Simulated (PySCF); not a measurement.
Compound: C₅H₃F₃O₂S₂.
Numbering: `[O:1]=[S:2](=[O:3])([c:4]1[cH:5][cH:6][cH:7][s:8]1)[C:9]([F:10])([F:11])[F:12]` (hydrogens: H13 on C5; H14 on C6; H15 on C7)

The same species was optimised twice, with GFN2-xTB and with PBE0-D3(BJ)/def2-SVP (PySCF), and the same property calculations (PySCF, gas phase) were run on both structures.

```json
{"coordinate": "S2–C9 (Å)", "GFN2-xTB": "1.898", "PBE0-D3(BJ)/def2-SVP": "1.864", "change": "-0.034"}
{"coordinate": "O1=S2 (Å)", "GFN2-xTB": "1.425", "PBE0-D3(BJ)/def2-SVP": "1.452", "change": "+0.027"}
{"coordinate": "S2=O3 (Å)", "GFN2-xTB": "1.425", "PBE0-D3(BJ)/def2-SVP": "1.452", "change": "+0.027"}
{"coordinate": "C6–C7 (Å)", "GFN2-xTB": "1.363", "PBE0-D3(BJ)/def2-SVP": "1.376", "change": "+0.013"}
{"coordinate": "S2–C4 (Å)", "GFN2-xTB": "1.756", "PBE0-D3(BJ)/def2-SVP": "1.743", "change": "-0.013"}
{"coordinate": "C9–F12 (Å)", "GFN2-xTB": "1.334", "PBE0-D3(BJ)/def2-SVP": "1.322", "change": "-0.012"}
{"coordinate": "C9–F10 (Å)", "GFN2-xTB": "1.334", "PBE0-D3(BJ)/def2-SVP": "1.323", "change": "-0.011"}
{"coordinate": "C4–C5 (Å)", "GFN2-xTB": "1.365", "PBE0-D3(BJ)/def2-SVP": "1.376", "change": "+0.011"}
{"coordinate": "C5–C6 (Å)", "GFN2-xTB": "1.408", "PBE0-D3(BJ)/def2-SVP": "1.415", "change": "+0.007"}
{"coordinate": "C7–S8 (Å)", "GFN2-xTB": "1.716", "PBE0-D3(BJ)/def2-SVP": "1.709", "change": "-0.007"}
{"coordinate": "C9–F11 (Å)", "GFN2-xTB": "1.322", "PBE0-D3(BJ)/def2-SVP": "1.317", "change": "-0.005"}
{"coordinate": "C4–S8 (Å)", "GFN2-xTB": "1.718", "PBE0-D3(BJ)/def2-SVP": "1.721", "change": "+0.003"}
{"coordinate": "S2–C9–F11 (°)", "GFN2-xTB": "112.3", "PBE0-D3(BJ)/def2-SVP": "108.1", "change": "-4.2"}
{"coordinate": "O1–S2–O3 (°)", "GFN2-xTB": "120.5", "PBE0-D3(BJ)/def2-SVP": "123.9", "change": "+3.4"}
{"coordinate": "S2–C4–S8 (°)", "GFN2-xTB": "119.9", "PBE0-D3(BJ)/def2-SVP": "122.0", "change": "+2.1"}
{"coordinate": "O1–S2–C4 (°)", "GFN2-xTB": "110.6", "PBE0-D3(BJ)/def2-SVP": "108.6", "change": "-2.0"}
{"coordinate": "S2–C4–C5 (°)", "GFN2-xTB": "127.0", "PBE0-D3(BJ)/def2-SVP": "125.1", "change": "-1.9"}
{"coordinate": "C4–S2–C9 (°)", "GFN2-xTB": "100.6", "PBE0-D3(BJ)/def2-SVP": "102.4", "change": "+1.8"}
{"coordinate": "F10–C9–F12 (°)", "GFN2-xTB": "107.6", "PBE0-D3(BJ)/def2-SVP": "109.2", "change": "+1.6"}
{"coordinate": "O3–S2–C4 (°)", "GFN2-xTB": "110.5", "PBE0-D3(BJ)/def2-SVP": "109.3", "change": "-1.2"}
{"coordinate": "O1–S2–C4–C5 (°)", "GFN2-xTB": "-26", "PBE0-D3(BJ)/def2-SVP": "-19", "change": "+7"}
{"coordinate": "O1–S2–C9–F10 (°)", "GFN2-xTB": "173", "PBE0-D3(BJ)/def2-SVP": "174", "change": "+1"}
```

Rotational constants: A = 1299, B = 556.8, C = 545.3 MHz (GFN2-xTB) against A = 1326, B = 550.3, C = 545.9 MHz (PBE0-D3(BJ)/def2-SVP). Point groups within 0.08 Å: C1 and C1.

On the GFN2-xTB structure: HOMO (eV) -8.21 [PBE0/pcSseg-1]; LUMO (eV) -2.07 [PBE0/pcSseg-1]; dipole (D) 5.07 [PBE0/pcSseg-1]; GIAO shielding of O1/O3 (mean) (ppm) 136.1 [PBE0/pcSseg-1]; GIAO shielding of S2 (ppm) 214.9 [PBE0/pcSseg-1]; GIAO shielding of C4 (ppm) 41.9 [PBE0/pcSseg-1]; GIAO shielding of C5 (ppm) 44.7 [PBE0/pcSseg-1]; GIAO shielding of C6 (ppm) 53.9 [PBE0/pcSseg-1]; GIAO shielding of C7 (ppm) 39.4 [PBE0/pcSseg-1]; GIAO shielding of S8 (ppm) 244.6 [PBE0/pcSseg-1]; GIAO shielding of C9 (ppm) 54.6 [PBE0/pcSseg-1].

**Question.** What do these properties become on the PBE0-D3(BJ)/def2-SVP structure?

**Answer.** 
| property | level | on GFN2-xTB | on PBE0-D3(BJ)/def2-SVP | change |
| --- | --- | --- | --- | --- |
| HOMO (eV) | PBE0/pcSseg-1 | -8.21 | -8.16 | +0.05 |
| LUMO (eV) | PBE0/pcSseg-1 | -2.07 | -2.08 | -0.01 |
| dipole (D) | PBE0/pcSseg-1 | 5.07 | 5.13 | +0.06 |
| energy, GFN2-xTB geometry as zero (kcal/mol) | PBE0/pcSseg-1 | 0.0 | -2.8 | -2.8 |
| GIAO shielding of O1/O3 (mean) (ppm) | PBE0/pcSseg-1 | 136.1 | 128.4 | -7.7 |
| GIAO shielding of S2 (ppm) | PBE0/pcSseg-1 | 214.9 | 204.2 | -10.7 |
| GIAO shielding of C4 (ppm) | PBE0/pcSseg-1 | 41.9 | 42.4 | +0.5 |
| GIAO shielding of C5 (ppm) | PBE0/pcSseg-1 | 44.7 | 40.1 | -4.6 |
| GIAO shielding of C6 (ppm) | PBE0/pcSseg-1 | 53.9 | 51.6 | -2.3 |
| GIAO shielding of C7 (ppm) | PBE0/pcSseg-1 | 39.4 | 37.7 | -1.7 |
| GIAO shielding of S8 (ppm) | PBE0/pcSseg-1 | 244.6 | 247.5 | +2.9 |
| GIAO shielding of C9 (ppm) | PBE0/pcSseg-1 | 54.6 | 57.8 | +3.2 |

The heavy atoms differ by 0.080 Å rms after alignment. Among bonds between heavy atoms S2–C9 changes most (-0.034 Å). Changes are differences of the printed values. Neither structure is proved a minimum here.

The values belong to the conformer `[O:1]=[S:2](=[O:3])([c:4]1[cH:5][cH:6][cH:7][s:8]1)[C:9]([F:10])([F:11])[F:12]`: O1–S2–C4–C5 -19°, O1–S2–C9–F10 174°.
